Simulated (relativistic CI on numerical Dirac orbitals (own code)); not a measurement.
## Ce31+: q coefficients and field-shift factors

These numbers are calculated, not measured: Dirac-Coulomb-Breit CI, orbitals from a KLI potential per configuration, derivatives by finite differences, unscaled Slater integrals, QED left out (own radial code, finite nucleus).

Configurations in the expansion (outside the closed core [Ne]): 3s2 3p6 3d9, 3s2 3p5 3d10, 3s 3p6 3d10, 3s2 3p6 3d8 4s, 3s2 3p6 3d8 4p, 3s2 3p6 3d8 4d, 3s2 3p4 3d10 4s, 3s2 3p5 3d9 4s. Levels of other configurations are missing.

With x = (α/α₀)² − 1 an excitation energy changes as ω = ω₀ + qx; K = 2q/ω₀ is the relative enhancement. Terms are leading LS components, so labels can repeat. The field-shift factor is F = δν/δ⟨r²⟩ for the transition from the lowest level.

Lowest level 3s2 3p6 3d9 2D_5/2.

```tsv
Level	ω₀ (cm⁻¹)	q (cm⁻¹)	F (GHz/fm²)
3s2 3p6 3d9 2D_3/2	158152	158300	1.87
3s2 3p5 3d10 2P°_3/2	2352149	211600	9.23
3s2 3p5 3d10 2P°_1/2	3099750	1.053e+06	-29.1
3s 3p6 3d10 2S_1/2	4406842	1.19e+06	-1230
3s2 3p6 3d8 4s 4F_9/2	6326128	-467600	428
3s2 3p6 3d8 4s 2F_7/2	6343428	-466300	426
3s2 3p6 3d8 4s 2D_5/2	6384422	-468700	427
3s2 3p6 3d8 4s 2D_3/2	6390542	-464700	427
3s2 3p6 3d8 4s 4F_7/2	6481088	-312000	429
3s2 3p6 3d8 4s 4P_1/2	6483106	-443200	428
3s2 3p6 3d8 4s 4F_5/2	6484171	-310200	429
3s2 3p6 3d8 4s 4P_5/2	6532986	-306700	429
3s2 3p6 3d8 4s 4F_3/2	6535723	-304500	429
3s2 3p6 3d8 4s 4P_3/2	6562237	-306600	429
3s2 3p6 3d8 4s 2P_1/2	6574345	-308400	428
3s2 3p6 3d8 4s 2G_9/2	6574720	-319000	429
3s2 3p6 3d8 4s 2G_7/2	6576746	-317100	429
3s2 3p6 3d8 4s 2D_3/2	6671323	-160300	431
3s2 3p6 3d8 4s 2D_5/2	6675189	-154800	431
3s2 3p6 3d8 4p 4D°_7/2	6818695	-417900	47.8
3s2 3p6 3d8 4s 2S_1/2	6819752	-166500	431
3s2 3p6 3d8 4p 2G°_9/2	6831403	-420200	46.8
3s2 3p6 3d8 4p 2D°_3/2	6878001	-419000	47.8
```

At this charge energies of transitions that change n are usually good to better than 1 %, and those within a shell (Δn = 0) to a few per cent.

Task: Which transition from the lowest level has the largest |K|?

Result: 3s2 3p6 3d9 2D_3/2 at 158152 cm⁻¹, K = 2.
